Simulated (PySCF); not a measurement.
**Basis-set dependence of the excitation energy of S⁺**

S⁺ [Ne] 3s2 3p3 (4S) → S⁺ [Ne] 3s1 3p4, s spin flipped. Calculated with PySCF 2.14 from differences of total energies of unrestricted determinants, without spin-orbit coupling. Values in eV.

```json
{"basis": "x2c-QZVPPall", "Hamiltonian": "spin-free X2C", "functions": "70", "UHF": "16.738", "PBE": "12.871", "PBE0": "13.785", "MP2 (valence)": "14.788"}
{"basis": "aug-cc-pCVTZ-DK", "Hamiltonian": "spin-free X2C", "functions": "75", "UHF": "16.744", "PBE": "12.869", "PBE0": "13.785", "MP2 (valence)": "14.860"}
{"basis": "aug-cc-pCVTZ-DK with one added diffuse shell each of s, p, d, f type", "Hamiltonian": "spin-free X2C", "functions": "91", "UHF": "16.744", "PBE": "12.868", "PBE0": "13.785", "MP2 (valence)": "14.859"}
```

Task: Estimate the row for x2c-QZVPPall with one added diffuse shell each of s, p, d, f type (spin-free X2C, 86 functions).

Result: From the rows with the same Hamiltonian and similar size; the calculation gives UHF 16.74; PBE 12.87; PBE0 13.79; MP2 (valence) 14.79 (eV).

Frozen in the all-electron rows: valence: [Ne].

In the upper determinant the s electron has its spin opposite to the other open shell, which mixes two multiplicities.
